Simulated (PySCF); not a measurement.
Two species compared at the same levels of theory.

First species: AlAsH6.
Bonds: Al1–As2. Hydrogens: H3, H4, H5 on Al1; H6, H7, H8 on As2.

Second species: cyanoallene, C₄H₃N.
Numbering: `[CH2:1]=[C:2]=[CH:3][C:4]#[N:5]` (hydrogens: H6, H7 on C1; H8 on C3)

Levels: B3LYP/def2-SVPD for dipole moment, HOMO energy, LUMO energy, HOMO–LUMO gap, static isotropic polarisability and electronic spatial extent ⟨r²⟩ about the centre of nuclear charge; TDDFT B3LYP/def2-SVPD for lowest singlet excitation; TDA B3LYP/def2-SVPD for lowest triplet excitation (Tamm–Dancoff); ΔSCF B3LYP/def2-SVPD for vertical ionisation energy; PBE0-D3(BJ)/def2-SVP for rotational constant A and rotational constant C. Geometries: PBE0-D3(BJ)/def2-SVP. All species are isolated and taken at one optimised geometry, non-relativistic unless stated. Electronic properties by PySCF.

Values for the first species:

```
Dipole moment                                                     : 3.73 D
HOMO energy                                                       : -7.69 eV
LUMO energy                                                       : -0.79 eV
HOMO–LUMO gap                                                     : 6.90 eV
Lowest singlet excitation                                         : 6.03 eV
Lowest triplet excitation (Tamm–Dancoff)                          : 5.76 eV
Static isotropic polarisability                                   : 70.2 au
Vertical ionisation energy                                        : 10.09 eV
Electronic spatial extent ⟨r²⟩ about the centre of nuclear charge : 429 bohr²
Rotational constant A                                             : 39.316 GHz
Rotational constant C                                             : 3.101 GHz
```

Question: Estimate the same properties for the second species, and the change in each.

Answer: 
```json
{"property": "dipole moment", "first": "3.73 D", "second": "4.46 D", "second less first": "+0.73 D"}
{"property": "HOMO energy", "first": "-7.69 eV", "second": "-8.02 eV", "second less first": "-0.33 eV"}
{"property": "LUMO energy", "first": "-0.79 eV", "second": "-1.72 eV", "second less first": "-0.93 eV"}
{"property": "HOMO–LUMO gap", "first": "6.90 eV", "second": "6.30 eV", "second less first": "-0.60 eV"}
{"property": "lowest singlet excitation", "first": "6.03 eV", "second": "5.39 eV", "second less first": "-0.64 eV"}
{"property": "lowest triplet excitation (Tamm–Dancoff)", "first": "5.76 eV", "second": "3.91 eV", "second less first": "-1.85 eV"}
{"property": "static isotropic polarisability", "first": "70.2 au", "second": "56.3 au", "second less first": "-13.9 au"}
{"property": "vertical ionisation energy", "first": "10.09 eV", "second": "10.34 eV", "second less first": "+0.25 eV"}
{"property": "electronic spatial extent ⟨r²⟩ about the centre of nuclear charge", "first": "429 bohr²", "second": "474 bohr²", "second less first": "+45 bohr²"}
{"property": "rotational constant A", "first": "39.316 GHz", "second": "25.852 GHz", "second less first": "-13.464 GHz"}
{"property": "rotational constant C", "first": "3.101 GHz", "second": "2.470 GHz", "second less first": "-0.631 GHz"}
```

On the first: The polarisability is 10.41 Å³ as a volume (1 au = 0.148185 Å³), or 1.35 au for each of the 52 electrons. The vertical singlet–triplet gap S1 − T1 is 0.27 eV (TDDFT singlet less Tamm–Dancoff triplet). The calculation is non-relativistic and has no spin–orbit coupling, an omission that weighs most on arsenic.

On the second: The polarisability is 8.34 Å³ as a volume (1 au = 0.148185 Å³), or 1.66 au for each of the 34 electrons. The 10 singlets span 5.39 to 7.76 eV, and their oscillator strengths add up to 0.84.
